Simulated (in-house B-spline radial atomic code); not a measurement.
A fraction x of an electron is removed from 4p in Rb VI (Rb5+), starting from [Ar] 3d10 4s2 4p2 and keeping the highest spin. All numbers are computed (scalar-relativistic (X2C) LC-wPBE, spin-polarised, spherical fractional occupations; Fermi nucleus of rms radius 4.2036 fm) with a B-spline radial code for spherical atoms, not measured.

Caution: exact exchange at fractional occupations of open shells leaves self-interaction of up to several eV.

```json
{"x": "0", "E(x) - E(0) (eV)": "0.0000", "4p up level (eV)": "-78.071"}
{"x": "0.08", "E(x) - E(0) (eV)": "6.2814", "4p up level (eV)": "-78.964"}
{"x": "0.14", "E(x) - E(0) (eV)": "11.0394", "4p up level (eV)": "-79.635"}
{"x": "0.26", "E(x) - E(0) (eV)": "20.6762", "4p up level (eV)": "-80.980"}
{"x": "0.48", "E(x) - E(0) (eV)": "38.7640", "4p up level (eV)": "-83.457"}
{"x": "0.5", "E(x) - E(0) (eV)": "40.4354", "4p up level (eV)": "-83.682"}
{"x": "0.6", "E(x) - E(0) (eV)": "48.8602", "4p up level (eV)": "-84.813"}
{"x": "0.69", "E(x) - E(0) (eV)": "56.5393", "4p up level (eV)": "-85.833"}
{"x": "0.85", "E(x) - E(0) (eV)": "70.4179", "4p up level (eV)": "-87.651"}
{"x": "0.89", "E(x) - E(0) (eV)": "73.9330", "4p up level (eV)": "-88.106"}
{"x": "1", "E(x) - E(0) (eV)": "83.6938", "4p up level (eV)": "-89.361"}
```

The exact functional would give a straight line between the two integer points. Deviations E(x) - E(0) - x[E(1) - E(0)], in eV: -0.414 at x = 0.08, -0.678 at x = 0.14, -1.084 at x = 0.26, -1.409 at x = 0.48, -1.411 at x = 0.5, -1.356 at x = 0.6, -1.209 at x = 0.69, -0.722 at x = 0.85, -0.554 at x = 0.89.

The curve lies below the straight line by up to 1.411 eV (at x = 0.5): convex, the delocalisation error, to which spherically averaged exact exchange adds.

Task: How well does Slater's transition state (minus the level at half occupation) give the ionisation energy?

Result: It gives 83.682 eV against 83.694 eV from the two total energies; NIST lists 82.90 eV, ground level to ground level. The end point has an open shell averaged over its orbitals, so its exact exchange keeps a self-interaction and this is no true integer point.
